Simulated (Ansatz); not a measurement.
```yaml
crystal:
  periodic: [false, false, false]
  atoms:
    - {symbol: Rb, position_ang: [-1.034304, 0.645317, -1.600014]}
    - {symbol: Rb, position_ang: [0.698263, -0.596913, 1.565263]}
    - {symbol: Cl, position_ang: [-1.460820, -2.056058, 0.027383]}
    - {symbol: Cl, position_ang: [2.261123, -0.292761, -1.560433]}
    - {symbol: Cl, position_ang: [-0.952432, 2.333564, 1.282072]}
basis:
  gaussian: {orbitals: def2-TZVP}
total_charge: -1
hamiltonian: {xc: {name: BLYP}}
scf: {lower_state_search: off}
```

```sh
$ ansatz run in.yaml --threads 4 --pin off --events-out ev --progress --plain --max-ram 4787MiB
```

It prints (some lines left out):

```
Functional definition: BLYP
1416 factors; their error is unknown
mean field evaluation 1: about -38886.5673 eV, gradient 1.4e1 eV
mean field evaluation 2: about -38885.1583 eV, gradient 2.9e1 eV
mean field evaluation 4: about -38887.3229 eV, gradient 1.1e0 eV
mean field evaluation 8: about -38887.3209 eV, gradient 9.5e-2 eV
mean field evaluation 16: about -38887.3209 eV, gradient 5.0e-6 eV
mean field -38887.32090068 eV, -1429.0826843273 hartree, gradient 5.0e-6 eV, S^2 0.000000; 0 other end points of the search recorded, 0 dependent functions left out
reference -38887.32134155 eV, -1429.0827005288 hartree; 35, 35 occupied and 142, 142 virtual orbitals, 1416 factors
Total energy: -38887.32134155 eV, -1429.0827005288 hartree
Checks for a lower state left out: stability, starts, cluster_reference, orbital_swaps, neighbouring_geometries, increment
```

Hardware: 4 threads of Intel Xeon on a shared host. Wall time 6 s.

In the def2 sets Rb takes a core potential; there is no spin–orbit coupling. The highest occupied level of an anion often lies above zero with these methods, and sets without diffuse functions describe the outer electron poorly.
